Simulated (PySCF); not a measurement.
Lead: a sound run and one with changed settings

Sound run: Pb [Xe] 4f14 5d10 6s2 6p2, Pb⁺ [Xe] 4f14 5d10 6s2 6p1. Calculation: PySCF 2.14, in def2-TZVP with the def2 core potential (60 electrons) (6s5p3d2f, 50 functions); a scalar-relativistic core potential. In the sound run the correlated levels freeze 5s2 5p6 5d10 outside the core potential. The sound run starts from symmetry-adapted Hartree-Fock orbitals and uses a fine grid where one is needed.

Changed run: all electrons correlated in a basis built for the valence shell.

```
species  method  sound run (hartree)  changed run (hartree)  converged
     Pb     MP2           -191.87227             -192.26311        yes
    Pb⁺     MP2           -191.62151             -192.00758        yes
```

Ionisation energy of Pb:

| method | sound run (eV) | changed run (eV) |
| --- | --- | --- |
| UHF | 6.569 | 6.569 |
| MP2 | 6.823 | 6.953 |
| SCS-MP2 | 6.762 | 6.830 |

A valence basis has no tight correlating functions, so it recovers only part of the core correlation, and not evenly between atom and ion.

For comparison, NIST gives 7.417 eV between the lowest levels.
